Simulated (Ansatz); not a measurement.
`[NH2][Nb](=[S])([Cl])[Cl]` + HCl → `[S]=[Nb]([Cl])([Cl])[Cl]` + NH₃ at 400 K and 1 bar (ligand exchange at the Nb–N bond).

Isolated molecules relaxed with PBE0-D4/def2-TZVP in Ansatz; ΔE leaves out vibrations. CBS: MP2 limit from def2 TZ/QZ plus the TZ coupled-cluster correction, frozen cores. This one scheme is used for every species. Elements past krypton have def2 core potentials. For Nb outer-core shells are correlated without core-valence functions, which leaves a few kJ/mol of doubt a bond. One conformer a species, not always the lowest.

```csv
species,CCSD(T)/CBS energy (Eh),H − E (kJ/mol),S (J/(mol·K))
`[NH2][Nb](=[S])([Cl])[Cl]`,-1430.37174,112.7,408.8
HCl,-460.38127,29.6,195.4
`[S]=[Nb]([Cl])([Cl])[Cl]`,-1834.26413,46.7,395.9
NH₃,-56.50880,104.2,203.1
```

H − E and S are ideal-gas, rigid-rotor, harmonic terms from PBE0-D4/def2-TZVP, for one conformer and one mirror image of each species. 1 Eh = 2625.50 kJ/mol, R = 8.31446 J/(mol·K).

Q: By hand: ΔE, ΔH, ΔS and ΔG.

A: ΔE = (-1834.26413) + (-56.50880) − (-1430.37174) − (-460.38127) = -0.01992 Eh = -52.3 kJ/mol. Δ(H − E) = 46.7 + 104.2 − 112.7 − 29.6 = 8.6, so ΔH = -43.7 kJ/mol. ΔS = 395.9 + 203.1 − 408.8 − 195.4 = -5.2 J/(mol·K). ΔG = -43.7 − 400 × (-5.2)/1000 = -41.6 kJ/mol.

Q: By hand: the equilibrium constant, and the temperature at which ΔG would vanish if ΔH and ΔS stayed fixed.

A: log₁₀ K = −ΔG/(RT ln 10) = 5.4. ΔG = 0 at ΔH/ΔS = 8404 K, far beyond where these terms or the molecules hold.

The number of gas molecules stays the same, so ΔS is small and ΔH decides. A doubt of 5 kJ/mol in ΔE shifts log₁₀ K by 0.7 here. Other conformers and mirror images would add mixing entropy, several J/(mol·K) or more a flexible species. These are equilibria of isolated gas molecules and say nothing of rates. Largest T1 diagnostic: 0.023 (customary marks: 0.02 for closed shells, 0.045 for open ones).
